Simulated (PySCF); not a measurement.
Mo(NH)2(Cl)(NH2) (ClH₄MoN₃), SMILES [Mo]([Cl])(=[NH])([NH2])=[NH], multiplicity 1. Atoms are numbered in the order given.

```xyz
9

Mo    -0.0634    -0.2601     0.0000
N     -0.9052    -0.7332    -1.4395
H     -1.6841    -1.1066    -1.9808
N     -0.9052    -0.7332     1.4395
H     -1.6841    -1.1066     1.9808
Cl     0.1841     2.0521     0.0000
N      1.6354    -1.1908     0.0000
H      2.0641    -1.5751     0.8392
H      2.0641    -1.5751    -0.8392
```

Coordinates come from a B3LYP-D3(BJ)/def2-SVP optimisation. The spin state was assumed, not searched. The structure was generated by enumeration; whether it is a known compound was not checked. The def2 effective core potentials stand for the cores of Mo; spin–orbit coupling is left out. The values are those of a single conformer.

Calculation: PBE/def2-TZVP run with PySCF.

Symmetry labels are those of the subgroup Cs that the program uses (full group Cs).

Computed valence orbital energies around the gap with their symmetry:
| orbital | symmetry | energy (eV) |
|---|---|---|
| HOMO−7 | A' | -9.02 |
| HOMO−6 | A' | -8.51 |
| HOMO−5 | A" | -8.44 |
| HOMO−4 | A' | -7.40 |
| HOMO−3 | A" | -7.27 |
| HOMO−2 | A' | -7.13 |
| HOMO−1 | A" | -6.53 |
| HOMO | A' | -6.40 |
| LUMO | A' | -2.47 |
| LUMO+1 | A" | -2.29 |
| LUMO+2 | A' | -1.78 |
| LUMO+3 | A' | -1.35 |
